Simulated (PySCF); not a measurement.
A species of formula C4H7BO has this rotational fingerprint, computed with PBE0-D3(BJ)/def2-SVP geometry optimisation, gas phase (PySCF 2.14.0):

```
Rotational constants : A = 13644, B = 1922, C = 1838 MHz
Dipole components    : |μa| = 1.06 D, |μb| = 1.29 D, |μc| = 0.45 D
Inertial defect      : -25.03 u·Å²
κ                    : -0.99
```

Question: Which candidate fits, each taken in the one conformer that was computed?
A. `[CH:1]#[C:2][BH:3][CH2:4][O:5][CH3:6]` with C2–B3–C4–O5 178°, B3–C4–O5–C6 179°
B. `[BH2:1][C:2](=[CH2:3])[O:4][CH:5]=[CH2:6]` with B1–C2–O4–C5 26°, C2–O4–C5–C6 -171°
C. `[BH2:1][CH2:2][O:3][CH:4]1[CH:5]=[CH:6]1` with H–B1–C2–O3 0° and 180°, B1–C2–O3–C4 180°, C2–O3–C4–C5 91°

Answer: C. It is BCOC1C=C1, a near-prolate asymmetric top, point group C1. The candidates at the same level (rigid rotor, commonest isotopes):

```tsv
SMILES	A (MHz)	B (MHz)	C (MHz)	μa (D)	μb (D)	μc (D)	Δ (u·Å²)	point group	rotor
C#CBCOC	20843	1303	1246	0.39	1.88	0.04	-6.35	near Cs	near-prolate asymmetric top
BCOC1C=C1	13644	1922	1838	1.06	1.29	0.45	-25.03	C1	near-prolate asymmetric top
BC(=C)OC=C	8821	2243	1811	0.63	0.01	0.36	-3.61	C1	asymmetric top
```

`BC(=C)OC=C` has A 35 % too low; `C#CBCOC` has A 53 % too high. No structure here is proved a minimum.
